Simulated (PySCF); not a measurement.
hydrogen selenide cation (H₂Se), SMILES [SeH2] (connectivity only; charge and spin as stated), charge +1, multiplicity 2. Atoms are numbered in the order given.

```xyz
3

Se     0.0000     0.0000    -0.0577
H      0.0000    -1.0670     0.9804
H      0.0000     1.0670     0.9804
```
Charge +1, spin multiplicity 2.

Geometry: B3LYP-D3(BJ)/def2-TZVPD. The spin state was assumed, not searched.

Calculation: B3LYP/def2-TZVPD (PySCF).

Mulliken values depend strongly on the basis, most of all with diffuse functions as here. ESP charges are fitted to the potential on shells at 1.4 to 2.0 van der Waals radii. Atomic charges (e):

```tsv
atom	Mulliken	ESP fit	Mulliken spin
Se1	0.44	?	1.06
H2	0.28	?	-0.03
H3	0.28	?	-0.03
```

Some entries are withheld; supply them. (The exact figures need the calculation; the answer reports its results.)


- Se1, ESP fit: 0.66
- H2, ESP fit: 0.17
- H3, ESP fit: 0.17
